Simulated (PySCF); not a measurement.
**Telling isomers of C7H13OP apart by NMR**

All values are calculated (PySCF 2.14): GIAO PBE0/pcSseg-1 shieldings, GFN2-xTB geometry. Non-relativistic, a single conformation, no solvent model, fast rotation and ring inversion assumed for equivalent nuclei.

References, each an isolated molecule treated in the same way: TMS for $^{1}$H (31.72 ppm), $^{13}$C (186.93 ppm). Splittings of carbon signals by F and P are missing where no couplings were computed. Where no couplings were computed, multiplicities follow the n + 1 count of equivalent neighbours, and m marks all less simple cases (inequivalent or close neighbours, rings, F or P nearby). Shifts are as computed. Against solution values, carbons near 30 ppm lie about +3 ppm off and those near 130 ppm about +5 ppm. Of 1211 compounds with measured shifts, 218 miss one by over three times the rms of a fit or turn the order of signals round; such compounds aren't used in these exercises.

(1) Tabulate the signals of `C=CCP1CCOCC1`, `CC#C[P@@](C)(=O)C(C)C` and their relative energies.

(2) What is the quickest way to tell C=CCP1CCOCC1 from CC#C[P@@](C)(=O)C(C)C?

Answers

(1) 
| SMILES | carbon types | δC | δH | E rel. (kcal/mol) |
| --- | --- | --- | --- | --- |
| C=CCP1CCOCC1 | 1×CH 6×CH2 | 142.4, 122.1, 70.5, 46.7, 32.4 | 6.10 (m, 1H), 5.40 (m, 1H), 5.25 (m, 1H), 3.96 (m, 4H), 2.44 (m, 2H), 1.47 (m, 4H) | 4.1 |
| CC#C[P@@](C)(=O)C(C)C | 2×C 1×CH 4×CH3 | 106.0, 83.7, 37.4, 20.7, 17.2, 15.2, 5.2 | 2.10 (s, 3H), 1.42 (m, 3H), 1.40 (m, 1H), 1.38 (m, 3H), 1.17 (m, 3H) | 0.0 |

Energies are electronic energies at PBE0/pcSseg-1 on these geometries, without zero-point or thermal terms, each for the one conformer computed, which needn't be the lowest.

(2) Count the carbon signals: 5 against 7. The first has an alkene CH at 142.4 ppm, the second an alkyne carbon (C) at 106.0 ppm. In the proton spectra the most deshielded non-exchanging signals are 6.10 (m, 1H) and 2.10 (s, 3H).
